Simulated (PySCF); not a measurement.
These 2 structures share the formula C9H11F3. Theory: PBE0-D3(BJ)/def2-SVP geometry optimisation, gas phase in PySCF 2.14.0. Energies are electronic, without zero-point or thermal terms, for one conformer each. No frequencies were run at this level. Point groups hold within 0.08 Å.

Problem. Rank from lowest to highest electronic energy at this level (kJ/mol).
A. `[CH:1]#[C:2][C@H:3]1[CH2:4][CH2:5][C@@H:6]([C:7]([F:8])([F:9])[F:10])[CH2:11][CH2:12]1` with C2–C3–C4–C5 68°, C3–C4–C5–C6 56°, C4–C5–C6–C7 180°, C5–C6–C11–C12 55°
B. `[CH2:1]=[C:2]([CH3:3])[C@:4]12[CH2:5][C@:6]([C:7]([F:8])([F:9])[F:10])([CH2:11]1)[CH2:12]2` with C1–C2–C4–C5 0°

Solution. A (0.0), B (85.1).

As drawn, the lower has a C≡C bond, which the higher lacks; the higher has a four-membered ring, a C=C bond outside aromatic rings and a quaternary carbon, which the lower lacks.

```
                           SMILES      E (Eh)  E rel (kJ/mol)  dipole (D)  point group       A, B, C (MHz)
   C#C[C@H]1CC[C@@H](C(F)(F)F)CC1  -647.91894             0.0        2.34           Cs  1707, 560.3, 557.6
C=C(C)[C@]12C[C@](C(F)(F)F)(C1)C2  -647.88654            85.1        2.46      near Cs  2265, 513.8, 488.4
```

Problem. How do the relative energies change in single points at PBE0/pcSseg-1 (no added dispersion term) on the same geometries?

Solution. 
| SMILES | PBE0-D3(BJ)/def2-SVP (kJ/mol) | PBE0/pcSseg-1 (kJ/mol) | shift |
| --- | --- | --- | --- |
| C#C[C@H]1CC[C@@H](C(F)(F)F)CC1 | 0.0 | 0.0 | 0.0 |
| C=C(C)[C@]12C[C@](C(F)(F)F)(C1)C2 | 85.1 | 87.1 | +2.0 |

Each column counts from its own lowest isomer. The order is unchanged; the largest shift is 2.0 kJ/mol.
